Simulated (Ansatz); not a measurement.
A structure relaxed at PBE0-D4/def2-TZVP, charge 0, multiplicity 1:

Cartesian coordinates in Å:
```
Cl -1.5262 0.5041 -1.0044
Sn 0.1568 -1.0018 -0.3075
Br 1.3693 0.4977 1.3119
```

Question: Give its formula and SMILES.

Answer: BrClSn, `[Cl][Sn][Br]`.

Question: Point group (tolerance 0.08 Å, 0.16 Å for H)?

Answer: Cs.

Question: Summarise the bond lengths by kind.

Answer: 1 × Cl–Sn 2.363 Å; 1 × Br–Sn 2.518 Å.

Program: Ansatz 0.2.0.
